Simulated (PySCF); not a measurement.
# Structure from 2D NMR

Compound of formula C₄H₁₄AlNO. Correlations simulated from computed shifts and the bond graph:

HSQC (one-bond C–H):
```tsv
δH	δC
3.99	54.4
2.41	46.9
```

HMBC (two and three bonds, from the bond graph):
```tsv
δH	δC
4.08	54.4, 46.9
2.41	46.9
```

Level of theory: structure optimised with PBE0-D3(BJ)/def2-SVP, NMR shieldings at KT2/pcSseg-1/GIAO, in PySCF 2.14.0 with density-fitted response routines (averaged over atoms made equivalent by symmetry, fast rotation or ring inversion, no solvent model, non-relativistic, a single conformation).

Scale: ¹H, ¹³C vs TMS (reference shieldings calculated alike).

Exchangeable hydrogens are left out of these lists.

Task: Which molecule is this?

Result: `C[O][AlH2-][N+](C)(C)C`.

Structure with atom numbers: `[CH3:1][O:2][AlH2-:3][N+:4]([CH3:5])([CH3:6])[CH3:7]`; H(Xn) means a hydrogen on atom n.

1. δC 54.4 is C1, a methyl carbon bonded to O (δH 3.99).
2. δC 46.9 is C5/C6/C7, a methyl carbon bonded to N (δH 2.41).

The shifts were computed for this structure.

Hydrides on Al or Ga are broadened by the quadrupolar metal nucleus. Shifts are as computed. Against solution values, carbons near 30 ppm lie about +2 ppm off and those near 130 ppm about -5 ppm. Of 1309 compounds with measured shifts, 239 miss one by over three times the rms of a fit or turn the order of signals round; such compounds aren't used in these exercises.
